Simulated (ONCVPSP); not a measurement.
What one change does to a pseudopotential (Ti, ONCV)

* Element: titanium
* Generator: ONCVPSP 4.0.1
* Type: optimised norm-conserving Vanderbilt (ONCV)
* Functional: PBE
* Relativity: scalar-relativistic
* Frozen core: [Ne]
* Valence charge: 12
* Reference configuration: 3s2 3p6 3d2 4s1.5 (charge +0.5)
* Partial waves: 3s+4s: rc 1.70 bohr, ncon 4, nbas 7, qcut 6.2 1/bohr, 2 projectors; 3p: rc 1.25 bohr, ncon 5, nbas 8, qcut 11 1/bohr, 1 projector; 3d: rc 2.05 bohr, ncon 4, nbas 9, qcut 6.5 1/bohr, 1 projector
* Local potential: polynomial inside 1.00 bohr (lpopt 5, dvloc0 0 Ha)
* Core correction: none

Change: d: rc 1.68.

Cutoffs: the cutoffs (Ha) at which the residual kinetic energy of the hardest occupied pseudo-wave falls to 1 and 0.1 mHa per electron; they do not see the model core or the augmentation charge, which bear on the density cutoff. Errors are all-electron minus pseudo energies relative to the spin-unpolarised reference configuration.

Question: How do hardness, ghosts and transferability respond?

Answer: The potential gets harder (39 Ha and 50 Ha → 46 Ha and 106 Ha); of the 4 tests that both files solve, the error grows in 0 and shrinks in 2 by more than 15 % and 0.3 meV (median size 1.4 → 0.8 meV); neither file shows a bound ghost. A smaller radius makes the pseudo-wave follow the all-electron one further in, where it bends more sharply, so more plane waves are needed.

| quantity | base | changed |
| --- | --- | --- |
| cutoff, loose | 39 Ha | 46 Ha |
| cutoff, tight | 50 Ha | 106 Ha |
| loose cutoff by channel | s 13 Ha, p 39 Ha, d 18 Ha | s 13 Ha, p 39 Ha, d 46 Ha |
| bound ghosts | none | none |
| GHOST(+) flags under 300 eV | none | none |
| error for 3s2 3p6 3d2 4s2, meV [ΔE -2.94 eV] | +0.4 | +0.3 |
| error for 3s2 3p6 3d2 4s1, meV [ΔE 4.41 eV] | -0.2 | -0.2 |
| error for 3s2 3p6 3d2 4s0, meV [ΔE 17.98 eV] | -2.4 | -1.2 |
| error for 3s2 3p6 3d3 4s1, meV [ΔE -1.83 eV] | +25 | +9.4 |
| s: phases at 1.73 bohr within 0.05 rad from the reference energy up to (Ha; the scan ends near 5) | to the end of the scan | to the end of the scan |
| p: phases at 1.27 bohr within 0.05 rad from the reference energy up to (Ha; the scan ends near 5) | 3.4 | 3.4 |
